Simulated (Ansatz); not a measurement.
Correlation energies of H5ISi2, SMILES `[SiH3][SiH2]I` by basis set

Z-matrix (Å, degrees):
```
Si
Si 1 2.335
H 1 1.485 2 109.1
H 1 1.488 2 110.3 3 120.1
H 1 1.485 2 109.0 3 -119.7
I 2 2.450 1 107.7 3 59.9
H 2 1.485 1 112.4 3 -58.4
H 2 1.485 1 112.4 3 178.3
```

Charge 0, multiplicity 1. Correlated methods include outer-core shells of I, which these sets cover unevenly. I: def2 effective core potential. The structure was optimised at the PBE0-D4/def2-TZVP level. Frozen core, restricted reference, the Gaussian-basis code of Ansatz.

| basis | HF (Eh) | MP2 corr. | CCSD corr. | (T) | CCSD(T) total |
| --- | --- | --- | --- | --- | --- |
| def2-SVP | ? | ? | -0.37157 | -0.00928 | ? |
| def2-TZVPP | -877.49339 | -0.75069 | ? | ? | ? |
| def2-QZVPP | -877.51258 | -0.94103 | – | – | – |

Question: Fill in the withheld values. (An estimate is asked.)

Answer: The calculation gave: def2-SVP HF (Eh): -877.27572; def2-SVP MP2 corr.: -0.32177; def2-SVP CCSD(T) total: -877.65657; def2-TZVPP CCSD corr.: -0.76396; def2-TZVPP (T): -0.02044; def2-TZVPP CCSD(T) total: -878.27779.
